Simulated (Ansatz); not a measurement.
Ansatz (a first-principles code) input:

Ansatz 0.2 input:
```yaml
crystal:
  periodic: [false, false, false]
  atoms:
    - {symbol: C, position_ang: [-1.23599615, -0.38115135, 0.06711432]}
    - {symbol: Si, position_ang: [0.47979734, 0.07140477, -0.01825964]}
    - {symbol: Cl, position_ang: [1.49356898, -1.07605987, -1.43592409]}
    - {symbol: Cl, position_ang: [1.42444067, 1.99219640, -0.46609739]}
    - {symbol: Cl, position_ang: [1.44501447, -0.29775853, 1.79505983]}
    - {symbol: H, position_ang: [-1.81888384, 0.04080845, 0.87723483]}
    - {symbol: H, position_ang: [-1.79408117, -0.37670263, -0.86198015]}
basis:
  gaussian:
    orbitals: def2-TZVP
hamiltonian:
  xc: b3lyp
  dispersion: d3bj
total_charge: -1
relax: {f_tol: 0.002, max_steps: 150}
```

What final total energy does it print?

-1709.73237 Eh (B3LYP-D3(BJ)/def2-TZVP). The basis has 191 functions. The run takes roughly 2.2 core-minutes.

It need not be the lowest isomer of its formula. Whether it binds its extra electron was not tested at this geometry.
